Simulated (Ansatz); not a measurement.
Basis-set extrapolation for CH₄N₂SSi (`NC1=N[SiH]1S`) (PBE0-D4/def2-TZVP geometry, frozen core, the Gaussian-basis code of Ansatz). Multiplicity 1, RHF reference.

```tsv
	def2-TZVPP	def2-QZVPP
HF	-835.638756	-835.666105
MP2 correlation	-0.850832	-0.914517
CCSD(T) correlation	-0.927139	not run
```

Energies in hartree. Use E(X) = E(∞) + A·exp(−7.88·√X) for Hartree–Fock and E(X) = E(∞) + B·X^(−2.97) for correlation, with X = 3 and 4, and add CCSD(T) minus MP2 of the smaller set to the MP2 limit.

Problem. What is the CCSD(T) energy at the basis-set limit?

Solution. HF limit: -835.666105 + (-0.027349) × 0.13774 = -835.66987. MP2 limit: -0.914517 + (-0.063685) × 0.74074 = -0.96169. Higher-order term: -0.927139 − (-0.850832) = -0.07631. Total: -836.70787 hartree, 372.8 kJ/mol below CCSD(T)/def2-TZVPP.
